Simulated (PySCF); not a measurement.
A geometry optimisation on `[Si@@H](C)([SeH])[SiH2]N`.

Computed with PBE0-D3(BJ)/def2-SVP geometry optimisation, gas phase (PySCF 2.14.0). Start geometry: GFN2-xTB. A driver script takes a list of jobs; this job's settings line and coordinates (Å) are shown.

Input:
```
{"job": {"xc": "PBE0", "basis": "def2-SVP", "d3": "d3bj", "grid": 1, "maxiter": 30, "shake": 0.01, "kind": "geom"}, "charge": 0, "multiplicity": 1}
C     -1.545130    -0.609640     0.874900
Si    -0.527060     0.744720    -0.014350
Se    -1.777240     1.402130    -1.893800
Si     1.583220     0.076800    -0.805800
N      2.250030    -0.723940     0.547950
H     -2.561040    -0.209900     1.119520
H     -1.684700    -1.464390     0.243050
H     -1.071270    -0.894190     1.787750
H     -0.579630     1.955560     0.856650
H     -2.965400     1.669130    -1.156960
H      1.454510    -0.744690    -2.019480
H      2.470890     1.183250    -1.074980
H      1.727900    -1.462530     0.992650
H      3.217770    -0.937390     0.535150
```

Output:
```
step   0  E = -3077.68199220  max force = 0.029237
step   1  E = -3077.69048944  max force = 0.008811
step   2  E = -3077.69099092  max force = 0.001754
step   3  E = -3077.69107841  max force = 0.001314
step   4  E = -3077.69115645  max force = 0.001114
step   5  E = -3077.69120338  max force = 0.001550
step   6  E = -3077.69124319  max force = 0.000939
step   7  E = -3077.69126446  max force = 0.000610
step   8  E = -3077.69127327  max force = 0.000444
optimisation converged
```

Energies in Eh; «max force» is the largest Cartesian gradient component in Eh/bohr.

Question: Give the first gradient maximum in eV/Å.

Answer: With 1 Eh/bohr = 51.422 eV/Å, 1.503 eV/Å.

Question: How much energy does the optimisation release, in kJ/mol?

Answer: E(step 0) − E(last step) = 0.009281 Eh, which is 24.4 kJ/mol.

Main results: final energy -3077.69127 Eh after 8 steps; dipole 2.45 D.

Question: Where do the atoms end?

Answer: 0.158 Å rms from the input after alignment:
```
atom  x, y, z in Å
C1    -1.4437   -0.6728    0.9743
Si2   -0.6851    0.7102   -0.0550
Se3   -1.8741    1.0937   -1.9828
Si4    1.4755    0.1595   -0.7804
N5     2.2565   -0.6676    0.5369
H6    -2.4631   -0.4064    1.2939
H7    -1.5024   -1.6041    0.3909
H8    -0.8376   -0.8529    1.8774
H9    -0.6625    1.9708    0.7520
H10   -2.9839    1.7626   -1.2836
H11    1.3679   -0.6024   -2.0754
H12    2.2654    1.3953   -1.0682
H13    1.8141   -1.5003    0.9120
H14    3.2628   -0.7980    0.5033
```

Hardware: one thread, Arm Neoverse V1 (aarch64), shared host. Cost: 83 s of wall time, 0.55 GiB resident at most.
Labels such as C1 count atoms from 1, the log's own numbers from 0.
